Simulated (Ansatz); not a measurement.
Ansatz (a first-principles code) input (PBE0/def2-QZVPP):
A basis named .json is the Basis Set Exchange file of that set.

Ansatz 0.2 input:
```yaml
crystal:
  periodic: [false, false, false]
  atoms:
    - {symbol: C, position_ang: [-2.75851032, 0.30192087, 0.25290794]}
    - {symbol: C, position_ang: [-1.75819783, 0.01719571, -0.60014806]}
    - {symbol: C, position_ang: [-0.62059479, -0.90966083, -0.22759901]}
    - {symbol: Ge, position_ang: [1.01909931, 0.12051637, 0.15176402]}
    - {symbol: H, position_ang: [-3.46554493, 1.00802966, -0.23472477]}
    - {symbol: H, position_ang: [-1.63536157, 0.43053649, -1.62089659]}
    - {symbol: H, position_ang: [-0.88324761, -1.44734828, 0.68702833]}
    - {symbol: H, position_ang: [-0.37167005, -1.63834553, -1.01037211]}
    - {symbol: H, position_ang: [0.86956629, 1.01145341, 1.40681402]}
    - {symbol: H, position_ang: [1.39057562, 1.06558497, -1.02405359]}
    - {symbol: H, position_ang: [2.30832173, -0.74316910, 0.38879068]}
basis:
  gaussian:
    orbitals: def2-QZVPP.json
hamiltonian:
  xc: {name: PBE0}
total_charge: -1
```

Output:

```
Functional definition: PBE0
integrals: 0.62 GiB planned
1511 factors; their error is unknown
0.68 GiB of the device are held for the grids
3.04 GiB of device memory are held for the factors and their scratch space
mean field: 4.18 GiB planned
mean field evaluation 1: about -59725.8963 eV, gradient 5.2e1 eV
mean field evaluation 2: about -59677.9251 eV, gradient 1.1e2 eV
mean field evaluation 4: about -59732.0838 eV, gradient 1.0e1 eV
mean field evaluation 8: about -59732.3578 eV, gradient 7.9e-2 eV
mean field evaluation 16: about -59732.4988 eV, gradient 6.2e-5 eV
mean field -59732.49877054 eV, -2195.1288416756 hartree, gradient 6.2e-5 eV, S^2 0.000000; 0 other end points of the search recorded, 0 dependent functions left out
reference -59732.49881255 eV, -2195.1288432192 hartree; 29, 29 occupied and 441, 441 virtual orbitals, 1511 factors
Total energy: -59732.49881255 eV, -2195.1288432192 hartree
```

It need not be the lowest isomer of its formula. Whether it binds its extra electron was not tested at this geometry.
